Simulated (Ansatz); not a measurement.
Start from `O[SiH]` and change one atom or group to get `O[Si]Br`.

Ansatz, PBE0-D4/def2-TZVP geometries, multiplicity 1. Each molecule was computed in one conformer, which needn't be the lowest.

Scalar relativity is left out up to krypton.

| property | `O[SiH]` |
| --- | --- |
| size of the dipole moment (B3LYP/def2-TZVPP) / D | 1.28 |
| ideal-gas entropy at 298 K and 1 bar (rigid rotor, harmonic PBE0-D4/def2-TZVP) / J/(mol·K) | 242 |
| size of the dipole moment (PBE/def2-TZVPP) / D | 1.27 |
| HOMO energy (ωB97M-V/def2-TZVPP) / eV | -8.58 |
| zero-point energy (PBE0-D4/def2-TZVP) / kJ/mol | 54.9 |
| size of the dipole moment (ωB97M-V/def2-TZVPP) / D | 1.31 |

Give the same properties after the change, and the shifts. (An estimate is asked.)

Ansatz gave: 
| property | `O[Si]Br` | shift |
| --- | --- | --- |
| size of the dipole moment (B3LYP/def2-TZVPP) / D | 0.98 | -0.30 |
| ideal-gas entropy at 298 K and 1 bar (rigid rotor, harmonic PBE0-D4/def2-TZVP) / J/(mol·K) | 291 | 49 |
| size of the dipole moment (PBE/def2-TZVPP) / D | 1.04 | -0.23 |
| HOMO energy (ωB97M-V/def2-TZVPP) / eV | -9.59 | -1.01 |
| zero-point energy (PBE0-D4/def2-TZVP) / kJ/mol | 39.7 | -15.2 |
| size of the dipole moment (ωB97M-V/def2-TZVPP) / D | 1.03 | -0.28 |

With PBE0 the HOMO falls by 1.07 eV and the LUMO falls by 0.11 eV, so the gap widens by about 0.96 eV. PBE moves the HOMO by -1.10 eV and ωB97M-V by -1.01 eV. Dipoles are sizes alone; their direction can turn.

B3LYP here is the variant with VWN-RPA as its local correlation; programs differ in this.

Spin–orbit coupling is left out; it splits and shifts lone-pair levels of the heavy atoms by tenths of an eV.
